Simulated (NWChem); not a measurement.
System meant: HS₂ anion

Input file for NWChem:

```
start job
memory heap 200 mb stack 900 mb global 1100 mb
charge -1
geometry units angstroms noautoz
  S      0.032852    -1.127765     0.000000
  S      0.061590     1.013682     0.000000
  H     -1.270092     1.298169     0.000000
end
basis spherical
  * library def2-svp
end
dft
  odft
  mult 2
  xc xpbe96 cpbe96
  iterations 150
  mulliken
end
task dft energy
```

End of the output:

```
 Summary of "ao basis" -> "" (spherical)
 ------------------------------------------------------------------------------
       Tag                 Description            Shells   Functions and Types
 ---------------- ------------------------------  ------  ---------------------
 *                          def2-svp                  on all atoms

  pbe96 is a nonlocal functional; adding pw91lda local functional.

                                 NWChem DFT Module
                                 -----------------

 Summary of "ao basis" -> "ao basis" (spherical)
 ------------------------------------------------------------------------------
       Tag                 Description            Shells   Functions and Types
 ---------------- ------------------------------  ------  ---------------------
 S                          def2-svp                 8       18   4s3p1d
 H                          def2-svp                 3        5   2s1p

 Summary of "ao basis" -> "ao basis" (spherical)
 ------------------------------------------------------------------------------
       Tag                 Description            Shells   Functions and Types
 ---------------- ------------------------------  ------  ---------------------
 S                          def2-svp                 8       18   4s3p1d
 H                          def2-svp                 3        5   2s1p

      Symmetry analysis of basis
      --------------------------

        a'         30
        a"         11

  number of electrons :                   34
  multiplicity        :                    2
 ------------------------------------------------------------------------
  no. of electrons and multiplicity not compatible                  34
 ------------------------------------------------------------------------
 ------------------------------------------------------------------------
  current input line :
    19: task dft energy
 ------------------------------------------------------------------------
 ------------------------------------------------------------------------
 There is an error in the input file
 ------------------------------------------------------------------------
 For more information see the NWChem manual at https://nwchemgit.github.io

0: no. of electrons and multiplicity not compatible:Received an Error in Communication
```

Task: Find the fault in this run and fix the input.

Result: The program refused the input. Cause: the multiplicity doesn't fit the number of electrons (an even count wants an odd multiplicity, and the reverse). This input runs:
```
start job
memory heap 200 mb stack 900 mb global 1100 mb
charge -1
geometry units angstroms noautoz
  S      0.032852    -1.127765     0.000000
  S      0.061590     1.013682     0.000000
  H     -1.270092     1.298169     0.000000
end
basis spherical
  S library def2-svp
  H library def2-svp
end
dft
  xc xpbe96 cpbe96
  iterations 150
  mulliken
end
task dft energy
```
It converges to -796.40208 Ha (PBE/def2-SVP).
